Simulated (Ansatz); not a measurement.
Bond stretch in GeN (cation, charge +1), lowest triplet found (which spin is the ground state isn't settled by this scan).

UHF/cc-pVDZ (Ansatz, a quantum-chemistry and plane-wave program); UCCSDT(Q) = CCSDT(Q) on UHF/cc-pVDZ, cores with 3d frozen run with Ansatz; UKS-PBE0 = unrestricted PBE0/cc-pVDZ run with Ansatz; UKS-BLYP = unrestricted BLYP/cc-pVDZ (Ansatz); UKS-PBE = unrestricted PBE/cc-pVDZ (Ansatz); FCI = Ansatz with full CI/cc-pVDZ, cores with 3d frozen.

All curves are set to zero at 1.95 Å and compared with full CI in the same basis at 1.95, 1.99, 2.06, 2.14, 2.28, 2.40, 2.59, 2.80, 3.05 Å.

### Question
Which method stays most parallel to full CI over these points, and which least?

### Answer
UCCSDT(Q) has the smallest spread and UHF the largest. In order (mEh): UCCSDT(Q) 18.42, UKS-PBE0 19.27, UKS-BLYP 25.73, UKS-PBE 28.53, UHF 49.02.

Errors against full CI at some of the points (mEh):

| method | 2.40 Å | 2.80 Å | 3.05 Å |
|---|---|---|---|
| UCCSDT(Q) | 14.6 | 3.8 | 0.9 |
| UKS-PBE0 | 11.5 | 17.8 | 19.3 |
| UKS-BLYP | 3.5 | 17.7 | 25.1 |
| UKS-PBE | 6.6 | 21.7 | 28.5 |
| UHF | -23.3 | -42.4 | -46.8 |

The scan ran from 1.38 to 6.44 Å; beyond the distances shown full CI changes its symmetry label. The unrestricted determinant behind UHF, UCCSDT(Q) is spin-contaminated at 2.14 to 3.05 Å (<S²> up to 3.0, against 2.00 for a pure triplet). The unrestricted determinant behind UKS-PBE0 is spin-contaminated at 2.40 to 3.05 Å (<S²> up to 2.9, against 2.00 for a pure triplet). The unrestricted determinant behind UKS-BLYP is spin-contaminated at 2.80 to 3.05 Å (<S²> up to 2.5, against 2.00 for a pure triplet). The unrestricted determinant behind UKS-PBE is spin-contaminated at 2.59 to 3.05 Å (<S²> up to 2.6, against 2.00 for a pure triplet). Also computed but left out beside FCI, since their determinant holds another spin at the minimum (<S²> over 0.7 above the pure value): UHF/6-31G*, UMP2/6-31G*, UHF/LANL2DZ.
